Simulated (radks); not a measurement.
Q: Radial electron density D(r) = 4 pi r^2 rho(r) of an atom or ion with 63 electrons. Method: Dirac Kohn-Sham, LDA (Slater exchange, Perdew-Wang correlation), spin-unpolarised, spherical densities, finite nucleus; Fermi nuclear charge, rms radius of each element as measured or else 0.836 A^(1/3) + 0.57 fm; computed with a radial shooting solver on a logarithmic mesh with Libxc functionals.

```
   r/bohr * D(r) (the largest magnitude, 113, reaches the edge; | marks zero)
 0.000915 | *
  0.00124 |  *
 0.001681 |    *
 0.002278 |      *
 0.003087 |          *
 0.004217 |                *
 0.005715 |                       *
 0.007746 |                               *
   0.0105 |                                      *
  0.01423 |                                          *
  0.01928 |                                        *
  0.02613 |                                     *
  0.03542 |                                      *
    0.048 |                                               *
  0.06505 |                                                      *
  0.08816 |                                                 *
   0.1204 |                                         *
   0.1632 |                                              *
   0.2212 |                                            *
   0.2998 |                         *
   0.4063 |                    *
   0.5507 |                       *
   0.7463 |              *
    1.011 |      *
    1.371 |    *
    1.858 | *
    2.538 |*
     3.44 *
    4.662 *
    6.318 *
    8.563 *
```

What is the nuclear charge?

A: Z = 64. The innermost maximum, from 1s, lies near gamma/Z bohr with gamma = sqrt(1 - (Z/c)^2) = 0.884, here 0.0138 bohr (found: 0.0153), and its height grows with Z. The density is that of the gadolinium ion Gd+ in [Xe] 4f7 5d1 6s1; the configuration itself is not fixed sharply by these data, and Z only to a few units. D(r) has 4 maxima, at r = 0.0153, 0.0677, 0.189, 0.517 bohr, and minima at 0.0295, 0.123, 0.372 bohr, inside which lie 2.02, 11.15, 29.39 electrons.
